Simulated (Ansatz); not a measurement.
`COB[SiH3]` + silanol → `[SiH3]BO[SiH3]` + CH₃OH at 400 K and 1 bar (ligand exchange at a B–O bond).

Computed with Ansatz on PBE0-D4/def2-TZVP structures; ΔE is electronic, products minus reactants. CBS: MP2 limit from def2 TZ/QZ plus the TZ coupled-cluster correction, frozen cores. This one scheme is used for every species. One conformer a species, not always the lowest.

| species | CCSD(T)/CBS energy (Eh) | H − E (kJ/mol) | S (J/(mol·K)) |
| --- | --- | --- | --- |
| `COB[SiH3]` | -431.31805 | 241.0 | 365.9 |
| `O[SiH3]` | -366.69042 | 120.0 | 276.4 |
| `[SiH3]BO[SiH3]` | -682.38605 | 210.5 | 396.3 |
| CH₃OH | -115.61712 | 151.2 | 252.6 |

H − E and S are ideal-gas, rigid-rotor, harmonic terms from PBE0-D4/def2-TZVP, for one conformer and one mirror image of each species. 1 Eh = 2625.50 kJ/mol, R = 8.31446 J/(mol·K).

Task: By hand: ΔE, ΔH, ΔS and ΔG.

Result: ΔE = (-682.38605) + (-115.61712) − (-431.31805) − (-366.69042) = 0.00530 Eh = 13.9 kJ/mol. Δ(H − E) = 210.5 + 151.2 − 241.0 − 120.0 = 0.7, so ΔH = 14.6 kJ/mol. ΔS = 396.3 + 252.6 − 365.9 − 276.4 = 6.6 J/(mol·K). ΔG = 14.6 − 400 × (6.6)/1000 = 12.0 kJ/mol.

Task: By hand: the equilibrium constant, and the temperature at which ΔG would vanish if ΔH and ΔS stayed fixed.

Result: log₁₀ K = −ΔG/(RT ln 10) = -1.6. ΔG = 0 at ΔH/ΔS = 2212 K, though so small a ΔS makes that figure unsure.

The number of gas molecules stays the same, so ΔS is small and ΔH decides. A doubt of 5 kJ/mol in ΔE shifts log₁₀ K by 0.7 here. Other conformers and mirror images would add mixing entropy, several J/(mol·K) or more a flexible species. Modes under 60 cm⁻¹, often nearly free rotors, make the harmonic entropy too high. These are equilibria of isolated gas molecules and say nothing of rates. Largest T1 diagnostic: 0.014 (customary marks: 0.02 for closed shells, 0.045 for open ones).
